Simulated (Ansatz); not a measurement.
Start from `BC(=[Se])CO` and change one atom or group to get `BC(N)=[Se]`.

Ansatz, PBE0-D4/def2-TZVP geometries, multiplicity 1. Each molecule was computed in one conformer, which needn't be the lowest. `BC(=[Se])CO` holds a close contact that its SMILES doesn't draw: Se···B 2.35 Å. `BC(N)=[Se]` holds a close contact that its SMILES doesn't draw: Se···B 2.27 Å.

Scalar relativity is left out up to krypton. Spin–orbit coupling is left out; it splits and shifts lone-pair levels of the heavy atoms by tenths of an eV.

```csv
property,`BC(=[Se])CO`
HOMO–LUMO gap (ωB97M-V/def2-TZVPP) / eV,8.82
HOMO–LUMO gap (B3LYP/def2-TZVPP) / eV,4.28
size of the dipole moment (PBE/def2-TZVPP) / D,0.65
HOMO–LUMO gap (PBE0/def2-TZVPP) / eV,4.70
HOMO energy (PBE/def2-TZVPP) / eV,-6.46
HOMO–LUMO gap (PBE/def2-TZVPP) / eV,2.82
```

Q: Give the same properties after the change, and the shifts. (An estimate is asked.)

A: Computed: 
| property | `BC(N)=[Se]` | shift |
| --- | --- | --- |
| HOMO–LUMO gap (ωB97M-V/def2-TZVPP) / eV | 9.55 | 0.73 |
| HOMO–LUMO gap (B3LYP/def2-TZVPP) / eV | 5.01 | 0.73 |
| size of the dipole moment (PBE/def2-TZVPP) / D | 4.43 | 3.78 |
| HOMO–LUMO gap (PBE0/def2-TZVPP) / eV | 5.41 | 0.71 |
| HOMO energy (PBE/def2-TZVPP) / eV | -5.67 | 0.79 |
| HOMO–LUMO gap (PBE/def2-TZVPP) / eV | 3.47 | 0.65 |

With PBE0 the HOMO rises by 0.81 eV and the LUMO rises by 1.52 eV, so the gap widens by about 0.71 eV. PBE moves the HOMO by 0.79 eV and ωB97M-V by 0.83 eV. The zero-point energy changes by -35.9 kJ/mol with -6 modes. Dipoles are sizes alone; their direction can turn.

Positive LUMOs are unbound, so they and the gaps depend on the basis.

B3LYP here is the variant with VWN-RPA as its local correlation; programs differ in this.
